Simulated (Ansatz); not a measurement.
One change: `[SiH3]C1BO1` becomes `[SeH]C1BO1`.

Ansatz, PBE0-D4/def2-TZVP geometries, multiplicity 1. Each molecule was computed in one conformer, which needn't be the lowest.

Scalar relativity is left out up to krypton.

| property | `[SiH3]C1BO1` |
| --- | --- |
| LUMO energy (ωB97M-V/def2-TZVPP) / eV | 1.27 |
| LUMO energy (PBE0/def2-TZVPP) / eV | -0.62 |
| size of the dipole moment (PBE/def2-TZVPP) / D | 1.11 |
| HOMO–LUMO gap (PBE0/def2-TZVPP) / eV | 7.60 |
| size of the dipole moment (B3LYP/def2-TZVPP) / D | 1.28 |
| HOMO–LUMO gap (PBE/def2-TZVPP) / eV | 5.29 |

(1) What does the change do to each property? (An estimate is asked.)

Answers

(1) Ansatz gave: 
```csv
property,`[SeH]C1BO1`,shift
LUMO energy (ωB97M-V/def2-TZVPP) / eV,1.08,-0.19
LUMO energy (PBE0/def2-TZVPP) / eV,-0.85,-0.23
size of the dipole moment (PBE/def2-TZVPP) / D,1.34,0.23
HOMO–LUMO gap (PBE0/def2-TZVPP) / eV,6.12,-1.48
size of the dipole moment (B3LYP/def2-TZVPP) / D,1.52,0.24
HOMO–LUMO gap (PBE/def2-TZVPP) / eV,4.00,-1.29
```

With PBE0 the HOMO rises by 1.26 eV and the LUMO falls by 0.23 eV, so the gap narrows by about 1.49 eV. PBE moves the HOMO by 1.09 eV and ωB97M-V by 1.35 eV. The zero-point energy changes by -43.7 kJ/mol with -6 modes. Dipoles are sizes alone; their direction can turn.

B3LYP here is the variant with VWN-RPA as its local correlation; programs differ in this.

Spin–orbit coupling is left out; it splits and shifts lone-pair levels of the heavy atoms by tenths of an eV.
